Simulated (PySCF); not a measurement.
# Electron correlation in Si⁺ (silicon, charge +1)

[Ne] 3s2 3p1, 2P determinant. Calculation: PySCF 2.14, in aug-cc-pCVTZ-DK with one added diffuse shell each of s, p, d, f type (9s8p6d4f, 91 functions); scalar relativity by spin-free X2C-1e. Frozen: [Ne]; 3 electrons correlated.

```json
{"level": "CCSD", "correlation energy (mhartree)": "-58.92"}
{"level": "(T)", "correlation energy (mhartree)": "-1.10"}
{"level": "CCSD(T)", "correlation energy (mhartree)": "-60.02"}
```

Diagnostics: T1 = 0.015, D1 = 0.0323, largest double amplitude 0.104.

Task: Is a single reference adequate?

Result: Mostly. T1 lies below 0.03, but a double amplitude of this size points to a near-degeneracy that CCSD handles and MP2 describes poorly.
